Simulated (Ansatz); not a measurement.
Geometry optimisation, Ansatz, RKS LDA/def2-SVP.

The input (input.yaml):

```yaml
crystal:
  periodic: [false, false, false]
  atoms:
    - { symbol: W, position_ang: [-0.247157, 0.208155, -0.625724] }
    - { symbol: F, position_ang: [1.153089, 0.109127, 2.065001] }
    - { symbol: H, position_ang: [1.126248, -0.771436, 1.749035] }
    - { symbol: H, position_ang: [0.241664, 1.811022, -0.321976] }
    - { symbol: H, position_ang: [-1.416301, -0.405493, 0.42217] }
    - { symbol: H, position_ang: [0.771188, -1.036968, -0.079497] }
    - { symbol: H, position_ang: [-0.689132, 0.085593, -2.269509] }
basis:
  gaussian: { orbitals: def2-SVP }
hamiltonian:
  xc: lda
relax:
  f_tol: 0.03
  max_steps: 50
```

Command:

```bash
$ ansatz run input.yaml --threads 1 --pin off --max-ram 2048MiB --backend cpu --events-out ev --progress --plain --runs-dir out
```

**Question.** Where does it end, and by what steps?

**Answer.** The run converged. After 27 steps the energy has fallen by 4.756 eV; H3 moved furthest, 1.79 Å. Parted: F2–H3 (0.94 → 2.97 Å). Joined: W1–F2 (3.03 → 1.82 Å), W1–H3 (2.91 → 1.69 Å).

```csv
step,energy less start (eV),largest force component (eV/Å),accepted
0,0.0000,0.566,yes
1,-0.1848,0.451,yes
2,-0.3482,0.426,yes
3,-0.4619,0.386,yes
4,-0.5213,0.421,yes
5,-0.5827,0.618,yes
6,-0.8910,1.213,yes
7,-1.4931,1.273,yes
8,-2.0114,1.609,yes
9,-2.3409,1.541,yes
10,-2.5755,0.634,yes
11,-2.6162,0.922,yes
12,-2.5735,0.957,no
13,-2.6601,0.218,yes
14,-2.6674,0.148,yes
15,-2.6725,0.112,yes
16,-2.6751,0.131,yes
17,-2.6914,0.394,yes
18,-2.6654,1.211,no
19,-2.7349,0.285,yes
20,-2.7874,0.446,yes
21,-2.9382,0.801,yes
22,-3.2217,1.263,yes
23,-3.7691,1.071,yes
24,-4.2401,0.841,yes
25,-4.6165,0.977,yes
26,-4.7528,0.086,yes
27,-4.7555,0.018,yes
```

```xyz
7
Properties=species:S:1:pos:R:3
W 0.330 0.098 0.269
F 1.711 0.791 1.225
H -0.319 -1.343 0.865
H -0.720 1.235 -0.403
H -1.187 0.219 1.001
H 0.694 -1.295 -0.612
H 0.431 0.294 -1.405
```

Whether the end is a true minimum wasn't checked by a vibrational analysis.

The run took 39 s on 1 thread of Arm Neoverse V2 (shared host), peak memory 0.12 GiB.
